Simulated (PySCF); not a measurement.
The complex [VF5]3- (charge -3) contains V(II), shell d3. The structure is a PBE0-D3(BJ)/def2-TZVP, IEF-PCM water geometry optimised for multiplicity 4; coordination trigonal bipyramidal, point group Cs, metal–donor distances 2.00–2.07 Å.

Method (PySCF 2.14, density fitting): CASSCF(3,5) with orbitals averaged over all microstates of the shell, strongly contracted NEVPT2 on the averaged canonical orbitals; basis x2c-TZVPall on the metal, x2c-SVPall elsewhere; spin-free X2C; IEF-PCM water; spin-orbit coupling by state interaction with the mean-field operator over all roots.

CASSCF energies above the lowest CASSCF root:

| state | CASSCF / cm⁻¹ |
| --- | --- |
| 4A' | 0 |
| 4A' | 3810 |
| 4A'' | 5949 |
| 4A'' | 7861 |
| 4A'' | 11849 |
| 4A' | 14344 |
| 4A'' | 14587 |
| 2A' | 14969 |
| 2A'' | 15520 |
| 2A' | 16148 |
| 2A' | 16690 |
| 2A'' | 17427 |
| 2A'' | 18666 |
| 2A' | 19267 |
| 2A' | 19576 |
| 2A'' | 20139 |
| 4A'' | 20330 |
| 2A' | 20634 |
| 2A'' | 21842 |
| 2A'' | 22163 |
| 2A' | 23430 |
| 2A'' | 24665 |

Problem. How does dynamic correlation (SC-NEVPT2) move these states?

Solution. 
```tsv
state	NEVPT2 / cm⁻¹	shift / cm⁻¹
4A'	0	0
4A'	4721	+912
4A''	6276	+326
4A''	7880	+20
4A''	13195	+1346
4A'	16212	+1868
4A''	16786	+2199
2A'	13106	-1863
2A''	13609	-1911
2A'	14499	-1649
2A'	15137	-1553
2A''	15551	-1876
2A''	16525	-2141
2A'	18017	-1250
2A'	18692	-885
2A''	18405	-1734
4A''	19518	-813
2A'	19142	-1493
2A''	20066	-1776
2A''	20400	-1763
2A'	21564	-1866
2A''	22963	-1702
```

No frequencies were computed for the optimised geometry. NEVPT2 lifts 4A' from 3810 to 4721 cm⁻¹; on the d shell alone such lifts tend to overshoot.
